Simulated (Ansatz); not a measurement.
Total energies of the cluster H₂Au₂ from Ansatz at r2SCAN-D4/def2-TZVP, gas phase (1 Eh = 27.2114 eV = 2625.5 kJ/mol). The reference geometry is relaxed at r2SCAN-D4/def2-TZVP.

```xyz
4

Au   -0.1809    0.2398   -0.6263
Au   -0.5692   -0.8211    1.8225
H     0.6355   -0.2845    0.8569
H     0.1145    0.8657   -2.0530
```

```json
{"state": "charge 0 singlet", "geometry": "reference", "energy (Eh)": "-272.79400"}
{"state": "charge 1 doublet", "geometry": "reference", "energy (Eh)": "-272.45421"}
{"state": "charge 0 triplet", "geometry": "relaxed at r2SCAN-D4/def2-TZVP", "energy (Eh)": "-272.72472"}
{"state": "charge 0 quintet", "geometry": "relaxed at r2SCAN-D4/def2-TZVP", "energy (Eh)": "-272.56086"}
{"state": "free Au atom (doublet)", "geometry": "–", "energy (Eh)": "-135.75895"}
{"state": "free H atom (doublet)", "geometry": "–", "energy (Eh)": "-0.49993"}
```

In the def2 sets Au takes a core potential; there is no spin–orbit coupling.

**Question.** Work out the vertical ionisation energy to the doublet.

**Answer.** E(charge 1 doublet) − E(charge 0 singlet) = -272.45421 − (-272.79400) = 0.33979 Eh = 9.25 eV. For comparison, −ε of the highest occupied level is 6.47 eV at this level, 2.78 eV less.

**Question.** Which of the charge 0 states is lowest, and how far above it are the others?

**Answer.** The singlet. triplet: -272.72472 − (-272.79400) = 0.06928 Eh = 181.9 kJ/mol; quintet: -272.56086 − (-272.79400) = 0.23314 Eh = 612.1 kJ/mol.

**Question.** What is the binding energy per atom against free atoms?

**Answer.** Atoms: 2 × (-135.75895) + 2 × (-0.49993) = -272.51776 Eh. Binding: -272.51776 − (-272.79400) = 0.27624 Eh = 7.52 eV, or 1.88 eV for each of 4 atoms (no zero-point energy, no counterpoise term).

The structure comes from a short search, and lower isomers may exist.
